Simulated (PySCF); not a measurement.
All values below come from PBE-D3(BJ)/def2-TZVP // B3LYP-D3(BJ)/def2-TZVP (PySCF). All species are isolated molecules in the gas phase. One relaxed conformer stands for a flexible species; it need not be the lowest. Excitations are Tamm–Dancoff values on a coarser integration grid. The basis has no diffuse functions, so Rydberg states are missing or too high.

Reference species (SMILES): `[SH][Al]([SH])[SH]` (neutral, multiplicity 1).

```yaml
LUMO: -1.50 eV
S1 oscillator strength: 0.000
S1–T1 gap (TDA): 0.20 eV
```

Changed species: `[SH][Al]([SH])[Cl]` (H–S–Al–Cl torsion 0°, Cl–Al–S–H torsion 0°) (2 of 3 Cl replaced by SH; the reference has 3 of 3 Cl replaced by SH).

Predict the effect on the LUMO, S1 oscillator strength and S1–T1 gap (TDA).

the LUMO drops by 0.20 eV, to -1.70 eV; the S1 oscillator strength is nearly the same; the S1–T1 gap (TDA) hardly moves.
